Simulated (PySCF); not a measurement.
Isomers of C7H13NSi, one conformer each; single-point electronic energies without zero-point terms and without any empirical dispersion term.

Computed with PySCF at PBE0/pcSseg-1, non-relativistic, each on one gas-phase PBE0-D3(BJ)/def2-SVP geometry that isn't relaxed in the solvent. The solvent is an IEF-PCM continuum (cavity from Bondi-type radii × 1.2). Only the electrostatic response of the medium enters.

```
                     isomer  relative energy, gas (kJ/mol)  dipole (D)
   `C(=C1/CCC1=C)/C[SiH2]N`                            0.0        0.83
     `C=C1CC/C1=C/C[SiH2]N`                            1.4        1.02
`[SiH2](/N=C/C(C)=C)C(C)=C`                            3.3        1.24
      `CC#C[Si]1(N(C)C)CC1`                           92.7        1.72
   `C(C#C)C(C)(C)[SiH2]N=C`                          122.4        1.73
       `C#C[SiH2]N(C)CCC=C`                          122.9        0.87
 `CC#C[C@@H]1C[Si@H]1N(C)C`                          137.2        1.75
`CC#C[C@@H]1C[Si@@H]1N(C)C`                          140.7        1.42
```

How do the relative energies look in tetrahydrofuran (ε = 7.426)?

| isomer | relative energy, solvent (kJ/mol) | E(solvent) − E(gas) (kJ/mol) | dipole in solvent (D) |
| --- | --- | --- | --- |
| `C(=C1/CCC1=C)/C[SiH2]N` | 0.0 | -15.6 | 0.97 |
| `C=C1CC/C1=C/C[SiH2]N` | 3.3 | -13.7 | 1.26 |
| `[SiH2](/N=C/C(C)=C)C(C)=C` | 5.9 | -13.0 | 1.74 |
| `CC#C[Si]1(N(C)C)CC1` | 93.7 | -14.5 | 2.15 |
| `C(C#C)C(C)(C)[SiH2]N=C` | 120.0 | -18.0 | 2.29 |
| `C#C[SiH2]N(C)CCC=C` | 123.6 | -15.0 | 1.03 |
| `CC#C[C@@H]1C[Si@H]1N(C)C` | 136.8 | -16.0 | 2.17 |
| `CC#C[C@@H]1C[Si@@H]1N(C)C` | 143.2 | -13.1 | 1.80 |

The order is unchanged. Conformers: `[CH2:1]=[C:2]1[CH2:3][CH2:4]/[C:5]1=[CH:6]\[CH2:7][SiH2:8][NH2:9]` with C5–C6–C7–Si8 94°, C6–C7–Si8–N9 -53°, C7–Si8–N9–H -167° and 57°; `[CH2:1]=[C:2]1[CH2:3][CH2:4]/[C:5]1=[CH:6]/[CH2:7][SiH2:8][NH2:9]` with C5–C6–C7–Si8 93°, C6–C7–Si8–N9 -66°, C7–Si8–N9–H 48° and -172°, C1–C2–C3–C4 -168°, C2–C3–C4–C5 -8°, C3–C4–C5–C6 -165°, C1–C2–C5–C4 167°; `[CH2:1]=[C:2]([CH3:3])/[CH:4]=[N:5]/[SiH2:6][C:7](=[CH2:8])[CH3:9]` with C1–C2–C4–N5 180°, C4–N5–Si6–C7 -126°, N5–Si6–C7–C8 -2°; `[CH3:1][C:2]#[C:3][Si:4]1([N:5]([CH3:6])[CH3:7])[CH2:8][CH2:9]1` with C3–Si4–N5–C6 -81°; `[CH:1]#[C:2][CH2:3][C:4]([CH3:5])([CH3:6])[SiH2:7][N:8]=[CH2:9]` with C2–C3–C4–C5 -62°, C3–C4–Si7–N8 -58°, C4–Si7–N8–C9 -123°; `[CH:1]#[C:2][SiH2:3][N:4]([CH3:5])[CH2:6][CH2:7][CH:8]=[CH2:9]` with C2–Si3–N4–C5 79°, Si3–N4–C6–C7 91°, N4–C6–C7–C8 -176°, C6–C7–C8–C9 -116°; `[CH3:1][C:2]#[C:3][C@@H:4]1[CH2:5][Si@H:6]1[N:7]([CH3:8])[CH3:9]` with C5–Si6–N7–C8 164°; `[CH3:1][C:2]#[C:3][C@@H:4]1[CH2:5][Si@@H:6]1[N:7]([CH3:8])[CH3:9]` with C5–Si6–N7–C8 -61°. `C(C#C)C(C)(C)[SiH2]N=C` gains most from the continuum, while `CC#C[C@@H]1C[Si@H]1N(C)C` has the largest gas-phase dipole. The gains span 5.0 kJ/mol, the gas-phase energies 140.7 kJ/mol.
